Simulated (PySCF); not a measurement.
Bonds: Si1-C2, Si1-C6, Si1-C10, Si1-C14. C2 carries H3, H4, H5; C6 carries H7, H8, H9; C10 carries H11, H12, H13; C14 carries H15, H16, H17.

Geometry: PBE0-D3(BJ)/def2-SVP; GIAO absolute shieldings from PySCF 2.14.0 with density-fitted response routines, gas phase, non-relativistic, averaged over equivalent atoms.

At KT2/pcSseg-1 (152 basis functions, 23 s wall time on 1 thread of an Arm Neoverse V1, shared host):
```json
{"atoms": "Si1", "σ (ppm)": "361.1"}
{"atoms": "C2/C6/C10/C14", "σ (ppm)": "183.2"}
{"atoms": "H3/H4/H5/H7/H8/H9/H11/H12/H13/H15/H16/H17", "σ (ppm)": "31.18"}
```

Predict the values at PBE0/pcSseg-1 on the same geometry.

Answers


| atoms | σ at PBE0/pcSseg-1 | change |
| --- | --- | --- |
| Si1 | 352.0 | -9.1 |
| C2/C6/C10/C14 | 184.4 | +1.2 |
| H3/H4/H5/H7/H8/H9/H11/H12/H13/H15/H16/H17 | 31.27 | +0.09 |

The largest change is at Si1 (silicon bonded to 4 C). Cost: 152 basis functions, 27 s wall time on 1 thread of an Arm Neoverse V1, shared host.
